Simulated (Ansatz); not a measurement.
One change: `NB(O)Cl` becomes `NB(S)Cl`.

Ansatz, PBE0-D4/def2-TZVP geometries, multiplicity 1. Each molecule was computed in one conformer, which needn't be the lowest.

```tsv
property	`NB(O)Cl`
HOMO energy (B3LYP/def2-TZVPP) / eV	-7.83
size of the dipole moment (ωB97M-V/def2-TZVPP) / D	1.10
ideal-gas entropy at 298 K and 1 bar (rigid rotor, harmonic PBE0-D4/def2-TZVP) / J/(mol·K)	294
LUMO energy (B3LYP/def2-TZVPP) / eV	0.41
HOMO energy (ωB97M-V/def2-TZVPP) / eV	-10.45
LUMO energy (PBE0/def2-TZVPP) / eV	0.79
```

(1) Give the same properties after the change, and the shifts. (Estimate.)

## Answers

(1) Computed: 
| property | `NB(S)Cl` | shift |
| --- | --- | --- |
| HOMO energy (B3LYP/def2-TZVPP) / eV | -7.27 | 0.56 |
| size of the dipole moment (ωB97M-V/def2-TZVPP) / D | 3.25 | 2.15 |
| ideal-gas entropy at 298 K and 1 bar (rigid rotor, harmonic PBE0-D4/def2-TZVP) / J/(mol·K) | 308 | 14 |
| LUMO energy (B3LYP/def2-TZVPP) / eV | -0.03 | -0.44 |
| HOMO energy (ωB97M-V/def2-TZVPP) / eV | -9.71 | 0.74 |
| LUMO energy (PBE0/def2-TZVPP) / eV | 0.29 | -0.50 |

With PBE0 the HOMO rises by 0.57 eV and the LUMO falls by 0.50 eV, so the gap narrows by about 1.07 eV. PBE moves the HOMO by 0.35 eV and ωB97M-V by 0.74 eV. Dipoles are sizes alone; their direction can turn.

B3LYP here is the variant with VWN-RPA as its local correlation; programs differ in this.
